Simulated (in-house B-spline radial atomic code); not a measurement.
A radial electron density 4πr²n(r) was computed for an atom or ion in its tabulated ground configuration with an all-electron radial atomic-structure program (B-spline basis); method: Dirac-Kohn-Sham relativistic LDA, spherical fractional occupations. Columns: r (bohr), 4πr²n(r) (electrons per bohr), bar.

```
  0.0031   0.5131 #
 0.00371   0.7156 #
 0.00445   0.9976 ##
 0.00533    1.379 ###
 0.00638    1.893 ####
 0.00764    2.578 #####
 0.00914    3.474 #######
  0.0109    4.607 #########
  0.0131    6.101 ############
  0.0157    7.915 ###############
  0.0188    10.06 ###################
  0.0225    12.49 ########################
  0.0269    15.09 #############################
  0.0323    17.72 ##################################
  0.0386    19.97 #######################################
  0.0463    21.58 ##########################################
  0.0554    22.19 ###########################################
  0.0663    21.65 ##########################################
  0.0794    20.09 #######################################
  0.0951    18.05 ###################################
   0.114    16.35 ################################
   0.136     15.9 ###############################
   0.163    17.09 #################################
   0.196    19.59 ######################################
   0.234    21.96 ###########################################
    0.28    22.74 ############################################
   0.336    20.78 ########################################
   0.402     16.4 ################################
   0.481    11.16 ######################
   0.576     7.07 ##############
    0.69    5.349 ##########
   0.826    5.652 ###########
   0.989    6.536 #############
    1.18    6.655 #############
    1.42    5.567 ###########
     1.7    3.818 #######
    2.03    2.155 ####
    2.43   0.9739 ##
    2.92    0.338 #
    3.49  0.09208 
    4.18  0.01797 
    5.01 0.002386
```

(1) Which atom or ion is it?
A. K+
B. Ti2+
C. Ar+
D. K

## Answers

(1) A. The area under the curve, ∫4πr²n dr = ∫r·4πr²n d(ln r) on this logarithmic grid, is 18 electrons, which only this option has. The configuration is [Ne] 3s2 3p6.
